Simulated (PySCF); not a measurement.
# C₆ coefficients of unlike pairs at PBE0

Calculated with PySCF 2.14 from the dipole response of each species, C₆(A,B) = (3/π) ∫ α_A(iu) α_B(iu) du, in atomic units, from isotropic polarisabilities. For ions this is the dispersion term alone; charge-induced terms of lower order in 1/R come first.

```csv
species,configuration,basis,relativity,α (bohr³),C₆ (like pair)
F,[He] 2s2 2p5 (2P),"x2c-TZVPPall with one added diffuse shell each of s, p, d type (6s4p3d1f)",spin-free X2C,3.690,10.000
Br(2+),[Ar] 3d10 4s2 4p3 (4S),"aug-cc-pVTZ-PP with one added diffuse shell each of s, d, f type with ECP10MDF (7s5p5d3f)",core potential,8.314,39.48
Tc(2+),[Kr] 4d5 (6S),aug-cc-pwCVDZ-PP with ECP28MDF (6s6p5d3f),core potential,8.797,47.21
B,[He] 2s2 2p1 (2P),aug-cc-pVQZ-DK (6s5p4d3f2g),spin-free X2C,22.60,109.9
```

Problem. Estimate C₆ for B with F.

Solution. The integral gives 28.19. The combination rule 2 C_A C_B / (C_A α_B/α_A + C_B α_A/α_B) gives 27.76 and the geometric mean 33.16.

No spin-orbit coupling is included.

The other pairs:

| pair | C₆ |
| --- | --- |
| Tc(2+), F | 21.69 |
| Br(2+), F | 19.62 |
| B, Br(2+) | 59.81 |
| B, Tc(2+) | 63.30 |
| Tc(2+), Br(2+) | 42.89 |
